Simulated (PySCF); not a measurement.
Species: CH7BNP.
Cartesian coordinates in Å at the PBE0-D3(BJ)/def2-SVP level; atoms count from 1:
```
atom  x, y, z in Å
C1    -0.148    1.391    0.491
B2     0.038   -0.155    0.232
N3    -1.020   -0.940   -0.232
P4     1.719   -1.004    0.705
H5     0.492    1.972   -0.193
H6    -1.186    1.734    0.354
H7     0.169    1.664    1.511
H8    -1.942   -0.557   -0.404
H9    -0.952   -1.931   -0.424
H10    2.575   -0.092    0.020
H11    1.755   -2.000   -0.319
```

The calculation used PBE0-D3(BJ)/def2-SVP geometry optimisation, gas phase in PySCF.

Take the most abundant isotopes and a rigid rotor. The values belong to one conformer with, in the numbering `[CH3:1][B:2]([NH2:3])[PH2:4]`, C1–B2–P4–H -52° and -148°.

Question: Give the principal moments of inertia and the rotational constants in MHz.

Answer: Ia = 64.20, Ib = 128.39, Ic = 186.11 u·Å²; 505379 MHz·u·Å²/I gives A = 7872, B = 3936, C = 2715 MHz.

Question: What kind of rotor is it?

Answer: An asymmetric top: κ = (2 × 3936 − 7872 − 2715)/(7872 − 2715) = -0.53.

Question: Is it planar, by Δ = Ic − Ia − Ib?

Answer: Not planar: Δ = Ic − Ia − Ib = -6.48 u·Å². For a rigid frame Δ = −2 Σ m c², so Σ m c² = 3.24 u·Å² lies off the ab plane: 3.10 from hydrogen and 0.13 from heavier atoms. The atom farthest from that plane is 1.00 Å away.

Question: Where do the levels up to J = 3 lie, in MHz?

Answer: Above 0(0,0):
J = 1: 1(0,1) 6652, 1(1,1) 10588, 1(1,0) 11809
J = 2: 2(0,2) 19712, 2(1,2) 22670, 2(1,1) 26333, 2(2,1) 38141, 2(2,0) 38384
J = 3: 3(0,3) 38754, 3(1,3) 40655, 3(1,2) 47949, 3(2,2) 58096, 3(2,1) 59252, 3(3,1) 80968, 3(3,0) 80999
The levels of one J sum to (2J + 1)J(J + 1)(A + B + C)/3.

Question: Predict some low-J microwave lines.

Answer: The dipole components are |μa| = 1.97 D, |μb| = 1.48 D, |μc| = 0.68 D. The squared components, which scale the intensities, stand as 1.00 : 0.57 : 0.12 (a : b : c). Some lines, for components of 0.1 D or more:

```
type  branch         J(Ka,Kc)    MHz  lower level (cm⁻¹)
   a       Q  1(1,0) ← 1(1,1)   1221               0.353
   c       Q  2(1,2) ← 2(0,2)   2958               0.658
   a       Q  2(1,1) ← 2(1,2)   3662               0.756
   c       Q  1(1,1) ← 1(0,1)   3936               0.222
   b       Q  1(1,0) ← 1(0,1)   5157               0.222
   b       Q  2(1,1) ← 2(0,2)   6620               0.658
   a       R  1(0,1) ← 0(0,0)   6652               0.000
   b       R  2(0,2) ← 1(1,1)   9125               0.353
   b       R  1(1,1) ← 0(0,0)  10588               0.000
   c       R  1(1,0) ← 0(0,0)  11809               0.000
   c       Q  2(2,1) ← 2(1,1)  11809               0.878
   b       Q  2(2,0) ← 2(1,1)  12051               0.878
   a       R  2(1,2) ← 1(1,1)  12083               0.353
   a       R  2(0,2) ← 1(0,1)  13061               0.222
   a       R  2(1,1) ← 1(1,0)  14524               0.394
   b       Q  2(2,1) ← 2(1,2)  15471               0.756
   b       R  2(1,2) ← 1(0,1)  16019               0.222
   c       R  2(1,1) ← 1(0,1)  19681               0.222
   b       R  2(2,1) ← 1(1,0)  26333               0.394
   c       R  2(2,0) ← 1(1,0)  26575               0.394
   c       R  2(2,1) ← 1(1,1)  27553               0.353
   b       R  2(2,0) ← 1(1,1)  27796               0.353
```

Stationary, but not proved a minimum. No vibrational averaging or centrifugal distortion is included, and the geometry carries the error of its method. A rigid rotor knows nothing of internal rotation, which can split or shift real lines. Quadrupole hyperfine structure (11B, 14N) is left out.
